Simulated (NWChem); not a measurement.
System: CH5FOSi2; SMILES O=C[Si@H](F)[SiH3]

```xyz
10

O      1.2227     2.1034    -0.0188
C      0.1219     1.7406     0.3180
Si    -0.5600     0.0865    -0.3959
F     -2.0218    -0.2119     0.2717
Si     0.9300    -1.6541     0.1087
H     -0.4910     2.3545     1.0358
H     -0.7491     0.2802    -1.8631
H      0.3992    -2.9474    -0.4173
H      1.0973    -1.7516     1.5896
H      2.2467    -1.3529    -0.5274
```
Atoms are numbered in this order, from 1.

Results from NWChem. Medium grid unless said otherwise, to which SCAN and Minnesota functionals are sensitive. All runs use the structure optimised with PBE0/def2-SVP.

Question: Order these by “highest occupied level (eV)”, lowest first: Hartree-Fock/def2-TZVP; PBE/def2-TZVP; CAM-B3LYP/def2-TZVP; B3LYP/def2-TZVP.

Answer: Hartree-Fock/def2-TZVP (-10.80), CAM-B3LYP/def2-TZVP (-8.70), B3LYP/def2-TZVP (-7.09), PBE/def2-TZVP (-5.84)
